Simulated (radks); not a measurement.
Results of a calculation; reference values are marked as such.
Fractional charge and spin in the 5p shell of erbium: the spin-up occupation runs from 2 to 3 and the spin-down occupation from 2 to 3; the fullest corner is Er, [Kr] 4d10 4f(up 6, down 6) 5s2 6s2 5p(up 3, down 3). Code: a radial shooting solver on a logarithmic mesh with Libxc functionals. Model: scalar-relativistic Kohn-Sham, PBE, spin-polarised, spherical densities, point nucleus. Energy (eV) minus the two flat planes that join the four corners (they meet along the diagonal where the two added fractions sum to one electron); zero is where a piecewise linear energy would lie.

\begin{tabular}{lrrrrr}
down \ up & 2 & 2.25 & 2.5 & 2.75 & 3 \\ \hline
2 & 0.000 & -1.150 & -1.523 & -1.135 & 0.000 \\
2.25 & -1.150 & -1.466 & -1.022 & 0.165 & -1.023 \\
2.5 & -1.523 & -1.022 & 0.220 & -0.916 & -1.348 \\
2.75 & -1.135 & 0.165 & -0.916 & -1.295 & -0.997 \\
3 & 0.000 & -1.023 & -1.348 & -0.997 & 0.000 \\
\end{tabular}

Corners above the fullest one (they belong to Er+ and the next ion): (up 3, down 2) 31.588 eV, (up 2, down 3) 31.588 eV, (up 2, down 2) 75.583 eV. With half an added electron in each spin the energy lies 0.220 eV from the planes, and with half an added electron in spin up alone -1.523 eV. The planes are only a guide here: the flat-plane condition holds for ground states with one frontier orbital, while this shell lies below other occupied shells, so the corners above the fullest one are inner-hole states and not the ground states of those ions.
